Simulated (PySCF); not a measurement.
AlH6O2Si2, SMILES [SiH3][O][Al+][O][SiH3], charge +1.

Geometry optimised at PBE-D3(BJ)/def2-SVP. The spin state was assumed, not searched. The isomer is the one that the SMILES or the coordinates give; other isomers of the formula were not compared. Other conformers were not sampled.

Level of theory: PBE-D3(BJ)/def2-SVP (PySCF).

Frequencies are harmonic and unscaled.

A small imaginary wavenumber (i) marks a very flat motion, where grid noise or a shallow saddle decides the sign.

Modes within 1.5 cm⁻¹ of each other (mostly degenerate sets) share a row, with their intensities summed.

Computed normal modes with their intensities:
```json
[
 {"mode": "1", "ν (cm⁻¹)": "17i", "IR (km/mol)": "0.0", "moving atoms (share of kinetic energy)": "H 100 %"},
 {"mode": "2–3", "ν (cm⁻¹)": "44", "IR (km/mol)": "0.5", "moving atoms (share of kinetic energy)": "Si 37 %, Al 26 %, O 22 %, H 14 %"},
 {"mode": "4–5", "ν (cm⁻¹)": "96", "IR (km/mol)": "0.0", "moving atoms (share of kinetic energy)": "O 83 %, H 11 %"},
 {"mode": "6–7", "ν (cm⁻¹)": "223", "IR (km/mol)": "162.3", "moving atoms (share of kinetic energy)": "Al 52 %, O 45 %"},
 {"mode": "8", "ν (cm⁻¹)": "351", "IR (km/mol)": "0.0", "moving atoms (share of kinetic energy)": "Si 84 %, H 9 %"},
 {"mode": "9", "ν (cm⁻¹)": "597", "IR (km/mol)": "167.0", "moving atoms (share of kinetic energy)": "Si 45 %, Al 36 %, O 17 %"},
 {"mode": "10–13", "ν (cm⁻¹)": "677", "IR (km/mol)": "148.9", "moving atoms (share of kinetic energy)": "H 86 %"},
 {"mode": "14–17", "ν (cm⁻¹)": "903", "IR (km/mol)": "225.9", "moving atoms (share of kinetic energy)": "H 96 %"},
 {"mode": "18", "ν (cm⁻¹)": "909", "IR (km/mol)": "796.2", "moving atoms (share of kinetic energy)": "H 91 %"},
 {"mode": "19", "ν (cm⁻¹)": "929", "IR (km/mol)": "0.0", "moving atoms (share of kinetic energy)": "H 87 %, Si 11 %"},
 {"mode": "20", "ν (cm⁻¹)": "1062", "IR (km/mol)": "0.0", "moving atoms (share of kinetic energy)": "O 91 %"},
 {"mode": "21", "ν (cm⁻¹)": "1270", "IR (km/mol)": "705.7", "moving atoms (share of kinetic energy)": "O 56 %, Al 41 %"},
 {"mode": "22–23", "ν (cm⁻¹)": "2209", "IR (km/mol)": "47.7", "moving atoms (share of kinetic energy)": "H 99 %"},
 {"mode": "24–27", "ν (cm⁻¹)": "2237", "IR (km/mol)": "212.9", "moving atoms (share of kinetic energy)": "H 95 %"}
]
```
